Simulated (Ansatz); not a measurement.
SiAsH$_{7}$ (SMILES [SiH4].[AsH3]), singlet: a trajectory.

Input (in.yaml):

```yaml
crystal:
  periodic: [false, false, false]
  atoms:
    - {symbol: Si, position_ang: [0.039835, 0.153437, -1.987528]}
    - {symbol: H, position_ang: [1.354339, -0.324955, -1.490880]}
    - {symbol: H, position_ang: [-0.194017, 1.546761, -1.534222]}
    - {symbol: H, position_ang: [-1.039430, -0.729655, -1.477501]}
    - {symbol: H, position_ang: [0.036883, 0.114278, -3.473962]}
    - {symbol: As, position_ang: [-0.009618, 0.010805, 1.893714]}
    - {symbol: H, position_ang: [-1.275441, -0.569835, 2.505106]}
    - {symbol: H, position_ang: [0.852009, -1.104817, 2.464902]}
    - {symbol: H, position_ang: [0.235440, 0.903981, 3.100273]}
basis:
  gaussian: {orbitals: def2-SVP}
hamiltonian: {xc: pbe0, dispersion: d4}
md: {n_steps: 30, timestep: 0.5, temperature: 100, ensemble: nve, seed: 225, initial_velocities: maxwell_boltzmann}
```

Command:

```bash
ansatz run in.yaml --threads 4 --pin off --events-out ev --progress --plain --max-ram 9574MiB
```

What Ansatz 0.2.0 printed:

```
Functional definition: PBE0
  name "PBE0"
  cite "Adamo & Barone, J. Chem. Phys. 110, 6158 (1999) doi:10.1063/1.478522"
  cite "Perdew, Burke & Ernzerhof, Phys. Rev. Lett. 77, 3865 (1996) doi:10.1103/PhysRevLett.77.3865"
  parent pbe
  parameter a = 0.25
  parameter kappa = 0.804
  parameter beta = 0.06672455060314922
  exchange = (1 - a)*pbe_x(kappa = kappa, mu = beta*pi^2/3) + a*exact_x
  correlation = pbe_c(beta = beta)
902 factors; integrals over basis functions are off by at most 2.2e-4 eV
mean field evaluation 1: about -68810.8272 eV, gradient 1.0e1 eV
mean field evaluation 2: about -68811.0595 eV, gradient 5.0e0 eV
mean field evaluation 4: about -68811.0957 eV, gradient 2.8e-1 eV
mean field evaluation 8: about -68811.1000 eV, gradient 9.2e-4 eV
mean field -68811.10001584 eV, -2528.7612837432 hartree, gradient 2.6e-5 eV, S^2 0.000000; 0 other end points of the search recorded, 0 dependent functions left out
the calculation of the forces begins
reference -68811.10004255 eV, -2528.7612847247 hartree; 27, 27 occupied and 58, 58 virtual orbitals, 902 factors
md step     0: t =     0.00 fs  T =   100.0 K  F+E_penalty+E_count = -68811.20443163 eV  E_kin = 0.090482 eV  conserved = -68811.11394963 eV  (20 SCF iters)
md step     1: t =     0.50 fs  T =    97.4 K  F+E_penalty+E_count = -68811.20202723 eV  E_kin = 0.088103 eV  conserved = -68811.11392437 eV  (20 SCF iters)
md step     2: t =     1.00 fs  T =    93.3 K  F+E_penalty+E_count = -68811.19828767 eV  E_kin = 0.084400 eV  conserved = -68811.11388749 eV  (20 SCF iters)
md step     3: t =     1.50 fs  T =    88.4 K  F+E_penalty+E_count = -68811.19379534 eV  E_kin = 0.079950 eV  conserved = -68811.11384572 eV  (20 SCF iters)
md step     4: t =     2.00 fs  T =    83.3 K  F+E_penalty+E_count = -68811.18920848 eV  E_kin = 0.075401 eV  conserved = -68811.11380711 eV  (20 SCF iters)
md step     5: t =     2.50 fs  T =    78.9 K  F+E_penalty+E_count = -68811.18513558 eV  E_kin = 0.071357 eV  conserved = -68811.11377901 eV  (20 SCF iters)
md step     6: t =     3.00 fs  T =    75.4 K  F+E_penalty+E_count = -68811.18201960 eV  E_kin = 0.068253 eV  conserved = -68811.11376668 eV  (20 SCF iters)
md step     7: t =     3.50 fs  T =    73.3 K  F+E_penalty+E_count = -68811.18005748 eV  E_kin = 0.066286 eV  conserved = -68811.11377169 eV  (19 SCF iters)
md step     8: t =     4.00 fs  T =    72.3 K  F+E_penalty+E_count = -68811.17917548 eV  E_kin = 0.065383 eV  conserved = -68811.11379228 eV  (20 SCF iters)
md step     9: t =     4.50 fs  T =    72.1 K  F+E_penalty+E_count = -68811.17906138 eV  E_kin = 0.065239 eV  conserved = -68811.11382209 eV  (19 SCF iters)
md step    10: t =     5.00 fs  T =    72.3 K  F+E_penalty+E_count = -68811.17925046 eV  E_kin = 0.065396 eV  conserved = -68811.11385444 eV  (19 SCF iters)
md step    11: t =     5.50 fs  T =    72.2 K  F+E_penalty+E_count = -68811.17923460 eV  E_kin = 0.065352 eV  conserved = -68811.11388225 eV  (19 SCF iters)
md step    12: t =     6.00 fs  T =    71.5 K  F+E_penalty+E_count = -68811.17857450 eV  E_kin = 0.064675 eV  conserved = -68811.11389979 eV  (19 SCF iters)
md step    13: t =     6.50 fs  T =    69.7 K  F+E_penalty+E_count = -68811.17698970 eV  E_kin = 0.063086 eV  conserved = -68811.11390393 eV  (19 SCF iters)
md step    14: t =     7.00 fs  T =    66.9 K  F+E_penalty+E_count = -68811.17440979 eV  E_kin = 0.060516 eV  conserved = -68811.11389371 eV  (20 SCF iters)
md step    15: t =     7.50 fs  T =    63.1 K  F+E_penalty+E_count = -68811.17098518 eV  E_kin = 0.057113 eV  conserved = -68811.11387197 eV  (19 SCF iters)
md step    16: t =     8.00 fs  T =    58.8 K  F+E_penalty+E_count = -68811.16705531 eV  E_kin = 0.053212 eV  conserved = -68811.11384330 eV  (20 SCF iters)
md step    17: t =     8.50 fs  T =    54.5 K  F+E_penalty+E_count = -68811.16308668 eV  E_kin = 0.049276 eV  conserved = -68811.11381082 eV  (20 SCF iters)
md step    18: t =     9.00 fs  T =    50.6 K  F+E_penalty+E_count = -68811.15960110 eV  E_kin = 0.045821 eV  conserved = -68811.11377966 eV  (20 SCF iters)
md step    19: t =     9.50 fs  T =    47.9 K  F+E_penalty+E_count = -68811.15709395 eV  E_kin = 0.043339 eV  conserved = -68811.11375481 eV  (20 SCF iters)
md step    20: t =    10.00 fs  T =    46.7 K  F+E_penalty+E_count = -68811.15595977 eV  E_kin = 0.042220 eV  conserved = -68811.11373946 eV  (21 SCF iters)
md step    21: t =    10.50 fs  T =    47.2 K  F+E_penalty+E_count = -68811.15643613 eV  E_kin = 0.042699 eV  conserved = -68811.11373689 eV  (17 SCF iters)
md step    22: t =    11.00 fs  T =    49.5 K  F+E_penalty+E_count = -68811.15856363 eV  E_kin = 0.044816 eV  conserved = -68811.11374734 eV  (20 SCF iters)
md step    23: t =    11.50 fs  T =    53.5 K  F+E_penalty+E_count = -68811.16217547 eV  E_kin = 0.048406 eV  conserved = -68811.11376983 eV  (18 SCF iters)
md step    24: t =    12.00 fs  T =    58.7 K  F+E_penalty+E_count = -68811.16691227 eV  E_kin = 0.053110 eV  conserved = -68811.11380181 eV  (18 SCF iters)
md step    25: t =    12.50 fs  T =    64.6 K  F+E_penalty+E_count = -68811.17226419 eV  E_kin = 0.058426 eV  conserved = -68811.11383859 eV  (19 SCF iters)
md step    26: t =    13.00 fs  T =    70.5 K  F+E_penalty+E_count = -68811.17763966 eV  E_kin = 0.063764 eV  conserved = -68811.11387539 eV  (19 SCF iters)
md step    27: t =    13.50 fs  T =    75.8 K  F+E_penalty+E_count = -68811.18244884 eV  E_kin = 0.068542 eV  conserved = -68811.11390691 eV  (19 SCF iters)
md step    28: t =    14.00 fs  T =    79.9 K  F+E_penalty+E_count = -68811.18619342 eV  E_kin = 0.072266 eV  conserved = -68811.11392750 eV  (19 SCF iters)
md step    29: t =    14.50 fs  T =    82.5 K  F+E_penalty+E_count = -68811.18854952 eV  E_kin = 0.074616 eV  conserved = -68811.11393362 eV  (19 SCF iters)
md step    30: t =    15.00 fs  T =    83.4 K  F+E_penalty+E_count = -68811.18942321 eV  E_kin = 0.075499 eV  conserved = -68811.11392390 eV  (21 SCF iters)
Total energy: -68811.18944984 eV, -2528.7645703821 hartree
Atom 0 at     0.036510     0.144113    -1.958315 Å, force     0.216885    -0.015799     0.216741 eV/Å
Atom 1 at     1.341202    -0.419154    -1.520528 Å, force     0.143454    -0.033948    -0.005904 eV/Å
Atom 2 at    -0.152958     1.462991    -1.312626 Å, force    -0.083163     0.191232     0.043596 eV/Å
Atom 3 at    -1.024707    -0.798828    -1.522947 Å, force    -0.191622    -0.054352    -0.070120 eV/Å
Atom 4 at     0.057347     0.323395    -3.431204 Å, force    -0.085770    -0.061152    -0.200678 eV/Å
Atom 5 at    -0.008881     0.015926     1.881734 Å, force     0.024600     0.016960    -0.187088 eV/Å
Atom 6 at    -1.280460    -0.612928     2.428189 Å, force    -0.034635    -0.024456     0.063202 eV/Å
Atom 7 at     0.866496    -1.111090     2.408661 Å, force     0.008404    -0.023429     0.057182 eV/Å
Atom 8 at     0.200751     0.870523     3.120677 Å, force     0.001847     0.004943     0.083069 eV/Å
Dipole moment:    -0.022528    -0.028742     0.148865 e Å

[the SCF lines of later steps are left out]
```

Hardware: 4 CPU threads of an Arm Neoverse V1, shared host. Wall time about 27 s.
